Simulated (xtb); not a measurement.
xtb input:

```bash
xtb mol.xyz --gfn 1 --sp --chrg 0 --uhf 0
```
mol.xyz:
```
12

C      2.47236508    -0.14018039     0.40710994
Si     0.96685661    -0.01179819    -0.67946841
O     -0.37662703     0.00455399     0.26549426
Si    -2.00747352     0.07862936     0.35548872
H      2.44759018    -1.05598543     1.00071863
H      2.53272380     0.70836428     1.09122449
H      3.38132109    -0.15293283    -0.19929234
H      1.00768843     1.23410107    -1.48505740
H      0.89182632    -1.16708027    -1.60823081
H     -2.39863184     0.02440098     1.78057366
H     -2.49948826     1.34191038    -0.24371525
H     -2.61556717    -1.06376410    -0.36711915
```

**Question.** Predict the final energy.

**Answer.** -15.00528 Eh (GFN1-xTB).
